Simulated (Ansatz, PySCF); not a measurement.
System: sum formula HSO₃, charge -1, multiplicity 1. It need not be the lowest isomer of its formula. 
Coordinates optimised at B3LYP-D3(BJ)/def2-TZVP (Ansatz, an electronic-structure program):
```xyz
5

O     -0.7052     1.0597     0.6927
S     -0.2151     0.1254    -0.3476
O     -0.5788    -1.2873    -0.0359
O      1.5191     0.0572    -0.0402
H      1.5606    -0.6433     0.6292
```
Charge -1, spin multiplicity 1.

Total electronic energies in hartree. Cores are frozen in the correlated levels unless marked. No spin-orbit coupling. Non-relativistic. CBS marks a two-point X^-3 extrapolation of the correlation energy; Hartree-Fock from the larger set. [CCSD(T)-MP2]/basis is that difference in the basis named.

```csv
level,program,energy (Eh)
HF/STO-3G,Ansatz,-614.86142
HF/aug-cc-pV(T+d)Z,Ansatz,-622.82695
HF/def2-TZVPD,PySCF,-622.82612
PBE0-D3(BJ)/def2-TZVP,Ansatz + dftd3,?
PBE0-D3(BJ)/def2-TZVPD,Ansatz + dftd3,-624.27095
PBE0/def2-QZVPP,Ansatz,-624.29103
BHLYP-D4/def2-TZVPD,Ansatz + dftd4,-624.51983
r2SCANh-D4/def2-TZVPD,Ansatz + dftd4,-624.49487
HSE06/def2-TZVPD,Ansatz,?
B2GP-PLYP-D3(BJ)/def2-TZVPD,Ansatz + dftd3,-624.29670
MP2/STO-3G,Ansatz,-614.99502
MP2/aug-cc-pV(D+d)Z,Ansatz,-623.51780
MP2/cc-pV(T+d)Z,Ansatz,-623.73097
RI-MP2/aug-cc-pV(T+d)Z,Ansatz,-623.77611
RI-MP2/cc-pV(Q+d)Z,Ansatz,-623.84001
SCS-MP2/STO-3G,Ansatz,-614.99939
SCS-MP2/6-31G,Ansatz,-622.82184
SCS-MP2/cc-pVTZ,Ansatz,-623.68726
CCSD/6-31G,Ansatz,-622.83637
CCSD/cc-pV(D+d)Z,Ansatz,-623.39617
CCSD(T)/aug-cc-pV(T+d)Z,Ansatz,-623.81542
CCSD(T)/cc-pwCVTZ,Ansatz,-623.79022
"RI-MP2/CBS(aug-cc-pV(T+d)Z,aug-cc-pV(Q+d)Z)+[CCSD(T)-MP2]/aug-cc-pV(T+d)Z",Ansatz,-623.9459
```

Q: What belongs in the gaps?

A: 
- PBE0-D3(BJ)/def2-TZVP, energy (Eh): -624.26027
- HSE06/def2-TZVPD, energy (Eh): -624.25175
